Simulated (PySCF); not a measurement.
Electronic structure of P²⁺ (phosphorus, charge +2) at the UHF level

Configuration: [Ne] 3s2 3p1, 2P determinant. Calculation: PySCF 2.14, in 6-31G* (4s3p1d, 18 functions); the non-relativistic Hamiltonian (point nucleus).

| Quantity | Value |
| --- | --- |
| Total energy | -339.618874 hartree |
| One-electron energy | -459.0016 hartree |
| Hartree (Coulomb) energy | 141.4063 hartree |
| Exchange energy | -22.0236 hartree |
| Kinetic energy | 339.37763 hartree |
| ⟨S²⟩ | 0.7590 |
| ⟨L²⟩ | 2.027 |
| Sum of ⟨r⟩ | 9.665 bohr |
| Sum of ⟨r²⟩ | 14.12 bohr² |
| Traceless quadrupole moment −½Σ⟨3z² − r²⟩ along its main axis | -1.83 e·bohr² |
| Density at the nucleus (Gaussians lack the cusp) | 2060 bohr⁻³ |
| Spin density at the nucleus | 0.0593 bohr⁻³ |
| Langevin diamagnetic susceptibility | -11.2 ×10⁻⁶ cm³/mol |
| Time after the integrals | 0.04 s of wall time on 1 thread of Neoverse-V2 (shared host) |

| shell | electrons | mean orbital energy (hartree) | spread (hartree) | rms radius, mean of both spins (bohr) |
| --- | --- | --- | --- | --- |
| 1s α | 1 | -80.88874 | 0 | 0.120 |
| 1s β | 1 | -80.87959 | 0 | 0.120 |
| 2s α | 1 | -8.40665 | 0 | 0.561 |
| 2s β | 1 | -8.39668 | 0 | 0.561 |
| 2p α | 3 | -6.29707 | 0.01621 | 0.539 |
| 2p β | 3 | -6.27958 | 0.02337 | 0.539 |
| 3s α | 1 | -1.47185 | 0 | 1.90 |
| 3s β | 1 | -1.36214 | 0 | 1.90 |
| 3p α | 1 | -1.10054 | 0 | 2.13 |
